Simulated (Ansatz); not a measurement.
Two isomers of C3H4F4O: A = `OCC(F)(F)C(F)F`, B = `FCCOC(F)(F)F`.

Calculated with Ansatz (gas phase, PBE0-D4/def2-TZVP geometries, no zero-point term in ΔE). CCSD(T)/CBS is the MP2 limit (def2-TZVPP, def2-QZVPP) plus CCSD(T) − MP2 in def2-TZVPP, frozen cores. Functionals use def2-TZVPP. B3LYP here is the variant with VWN-RPA as its local correlation; programs differ in this. One conformer a species, not always the lowest.

(1) Which isomer does CCSD(T)/CBS put lower? Give the gap. (Estimate.)

(2) Give E(B) − E(A) in kcal/mol with CCSD/def2-TZVPP, r2SCAN-D4, PBE-D4, MP2/def2-TZVPP, ωB97M-V, B3LYP, CCSD(T)/def2-TZVPP. (Estimate.)

Largest T1 diagnostic: 0.012.

## Answers

(1) The calculation gave: B, by 4.3 kcal/mol.

(2) Computed: CCSD/def2-TZVPP -5.5, r2SCAN-D4 -5.7, PBE-D4 -4.5, MP2/def2-TZVPP -5.1, ωB97M-V -5.1, B3LYP -5.6, CCSD(T)/def2-TZVPP -5.2. None reverses the order clearly.

In def2-TZVPP, CCSD(T) changes the Hartree–Fock value by +3.8 kcal/mol (the triples alone add +0.3 kcal/mol) and MP2 by +3.9 kcal/mol. From PBE to PBE0 (25 % exact exchange), in def2-TZVPP and without D4, E(B) − E(A) moves by −1.0 kcal/mol.
